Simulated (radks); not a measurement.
Values are calculated unless marked as measured or tabulated.
Charge is removed step by step from the 3s down level of V+, starting from [Ne] 3s(up 1, down 1) 3p6 3d4. Level of theory: non-relativistic Kohn-Sham, PBE, spin-polarised, spherical densities, point nucleus; open shells are filled with parallel spins first (a radial shooting solver on a logarithmic mesh with Libxc functionals).

removed (e)  E - E(0) (eV)  eigenvalue (eV)  E minus straight line (eV)
0                    0.000          -69.496                       0.000
0.25                17.750          -72.558                      -1.265
0.5                 36.303          -75.906                      -1.727
0.75                55.722          -79.484                      -1.323
1                   76.060          -83.249                       0.000

Removing the whole electron costs 76.060 eV by Delta-SCF, against 69.496 eV from minus the eigenvalue at the starting occupation. Slater's transition state (half an electron removed) gives 75.906 eV. Integrating minus the eigenvalue over the occupation (Janak's theorem) gives 76.060 eV. The mean slope of the eigenvalue, de/dn, is 13.8 eV per electron.
